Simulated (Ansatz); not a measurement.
Geometry optimisation, Ansatz 0.2.0, RKS PBE0/def2-SVP.

The input (input.yaml):

```yaml
crystal:
  periodic: [false, false, false]
  atoms:
    - { symbol: C, position_ang: [-0.8909, 0.6523, -0.503] }
    - { symbol: C, position_ang: [0.2562, -0.1922, -0.2954] }
    - { symbol: "N", position_ang: [1.0891, -0.3963, -1.2534] }
    - { symbol: C, position_ang: [0.5373, -0.8026, 1.0578] }
    - { symbol: Br, position_ang: [1.1254, 0.5646, 2.2315] }
    - { symbol: H, position_ang: [-1.1469, 0.8234, -1.5839] }
    - { symbol: H, position_ang: [-1.7895, 0.2611, -0.0269] }
    - { symbol: H, position_ang: [-0.7093, 1.7017, -0.0939] }
    - { symbol: H, position_ang: [0.8678, 0.1247, -2.0524] }
    - { symbol: H, position_ang: [1.2146, -1.6059, 1.052] }
    - { symbol: H, position_ang: [-0.4885, -1.1876, 1.4882] }
basis:
  gaussian: { orbitals: def2-SVP }
hamiltonian:
  xc: pbe0
relax:
  f_tol: 0.02
  max_steps: 50
```

Launched with:

```bash
$ ansatz run input.yaml --threads 2 --pin off --max-ram 3072MiB --backend cpu --events-out ev --progress --plain --runs-dir out
```

Question: Where does it end, and by what steps?

Answer: The forces met the threshold. After 9 steps the energy has fallen by 0.477 eV; H9 moved furthest, 0.33 Å.

| step | energy less start (eV) | largest force component (eV/Å) | accepted |
| --- | --- | --- | --- |
| 0 | 0.0000 | 4.115 | yes |
| 1 | -0.3921 | 0.908 | yes |
| 2 | -0.3916 | 1.171 | no |
| 3 | -0.4497 | 0.503 | yes |
| 4 | -0.4609 | 0.321 | yes |
| 5 | -0.4718 | 0.216 | yes |
| 6 | -0.4754 | 0.091 | yes |
| 7 | -0.4698 | 0.294 | no |
| 8 | -0.4766 | 0.037 | yes |
| 9 | -0.4771 | 0.016 | yes |

```xyz
11
Properties=species:S:1:pos:R:3
C -0.892 0.752 -0.487
C 0.267 -0.191 -0.335
N 1.044 -0.584 -1.262
C 0.520 -0.759 1.036
Br 0.913 0.625 2.353
H -1.022 1.053 -1.537
H -1.824 0.284 -0.132
H -0.736 1.654 0.126
H 0.764 -0.171 -2.158
H 1.389 -1.425 0.996
H -0.358 -1.295 1.422
```

Time of the run: 15 s on 2 threads of AMD EPYC 9R45 96-Core Processor (Zen 5) (shared host), peak memory 0.32 GiB.
